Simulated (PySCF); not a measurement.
C5H9OP.
Numbering: `[CH2:1]=[CH:2][C@@H:3]1[CH2:4][CH2:5][P@H:6]1=[O:7]` (hydrogens: H8, H9 on C1; H10 on C2; H11 on C3; H12, H13 on C4; H14, H15 on C5; H16 on P6)

Cartesian coordinates in Å at the PBE0-D3(BJ)/def2-SVP level; atoms count from 1:
```
atom  x, y, z in Å
C1     2.460    0.531   -0.641
C2     1.740   -0.552   -0.345
C3     0.447   -0.538    0.396
C4    -0.770   -1.328   -0.152
C5    -1.880   -0.419    0.418
P6    -0.650    0.945    0.416
O7    -0.580    2.083    1.377
H8     3.410    0.456   -1.176
H9     2.135    1.535   -0.344
H10    2.109   -1.541   -0.648
H11    0.598   -0.821    1.455
H12   -0.772   -1.311   -1.254
H13   -0.820   -2.380    0.167
H14   -2.807   -0.304   -0.160
H15   -2.125   -0.679    1.459
H16   -0.632    1.309   -0.967
```

Level of theory: core-valence-separated Tamm–Dancoff BHandHLYP/aug-pcX-1 (pcseg-1 on H, def2-SVPD on P) in PySCF, non-relativistic, gas phase, PBE0-D3(BJ)/def2-SVP geometry.

Computed oxygen K-edge spectrum, Gaussian lines of 0.6 eV full width, highest printed point 100; it ends one width below the last computed root. No empirical shift is added; at this level the pattern usually sits a few eV under experiment.

photon energy (eV), absorption and a bar:
```
    530.4          1 
    530.5          3 #
    530.6          7 ##
    530.7         16 #####
    530.8         30 #########
    530.9         49 ##############
    531.0         69 #####################
    531.1         85 #########################
    531.2         95 ############################
    531.3         99 ##############################
    531.4        100 ##############################
    531.5        100 ##############################
    531.6         96 #############################
    531.7         88 ##########################
    531.8         74 ######################
    531.9         59 ##################
    532.0         49 ###############
    532.1         48 ##############
    532.2         53 ################
    532.3         61 ##################
    532.4         65 ###################
    532.5         63 ###################
    532.6         56 #################
    532.7         50 ###############
    532.8         45 #############
    532.9         43 #############
    533.0         40 ############
    533.1         36 ###########
```

Problem. Assign the maxima to core holes.

Solution. 2 maxima:
- 531.4 eV: O7 (phosphoryl oxygen), 531.65 eV, f = 0.025, 56 % of the height at the exact maximum; O7 (phosphoryl oxygen), 531.16 eV, f = 0.025, 44 % of the height at the exact maximum
- 532.4 eV: O7 (phosphoryl oxygen), 532.40 eV, f = 0.019, 94 % of the height at the exact maximum

Further lines of some strength in the range: O7, 532.98 eV, f = 0.010.

Roots within 0.03 eV on the same or equivalent atoms count as one line; shares under 12 % aren't listed.

Vibrational structure and lifetime widths aren't in the curve. The ionisation threshold wasn't computed; near and above it a finite basis only mimics Rydberg series and continuum.

One conformer stands for the species.
